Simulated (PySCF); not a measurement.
Identify the compound

Molecular formula: C₇H₆N₄. Simulated spectra:

$^{1}$H NMR (600 MHz, computed): δ 4.52 (q, 2H), 3.24 (s, 1H), 1.52 (t, 3H).

$^{13}$C{$^{1}$H} NMR (computed): δ 142.3 (C), 132.4 (C), 116.4 (C), 97.7 (CH), 75.8 (C), 52.4 (CH2), 19.4 (CH3).

[PySCF: structure optimised with GFN2-xTB; shielding tensors at PBE0/pcSseg-1 (GIAO); no solvent model; one conformer; averaged over atoms made equivalent by symmetry, fast rotation or ring inversion; non-relativistic]

Shifts are taken against calculated references (same method and geometry level): $^{1}$H and $^{13}$C against TMS.

Problem. Which of these isomers gave the spectra?
A. C#Cc1nn(CC)nc1C#N
B. N#Cc1cc(C2CC2)nnn1
C. N#Cc1ncc(C2CC2)nn1

Solution. A. 

1. Rings plus π bonds: 7 (1 ring in the answer).
2. 7 carbon signals for 7 carbons: no two carbons are equivalent.
3. Carbon types of the structure: 4 × C, 1 × CH, 1 × CH2, 1 × CH3, which accounts for all hydrogens.
4. δC 142.3, 132.4: substituted aromatic carbon next to a ring nitrogen.
5. δC 116.4: nitrile carbon; typical of a nitrile.
6. δC 97.7: terminal alkyne carbon; sp carbons lie upfield of alkene carbons because the cylindrical π system leaves one tensor component strongly shielded.
7. δC 75.8: alkyne carbon; the triple bond shields along its axis, which puts it between sp3 and sp2 carbons.
8. δH 3.24: hydrogen on a terminal alkyne carbon; it lies on the axis of the triple bond, in its shielding cone.

The others: N#Cc1cc(C2CC2)nnn1 would give 6 carbon signals, not 7; N#Cc1ncc(C2CC2)nn1 would give 6 carbon signals, not 7.

Shifts are as computed. Against solution values, carbons near 30 ppm lie about +3 ppm off and those near 130 ppm about +5 ppm. Of 1211 compounds with measured shifts, 218 miss one by over three times the rms of a fit or turn the order of signals round; such compounds aren't used in these exercises. No couplings were computed; multiplicities are counted from neighbouring protons, with m where these are inequivalent, close in shift, in a saturated or five-membered ring or joined by F or P, and br s for small geminal =CH2 splittings.
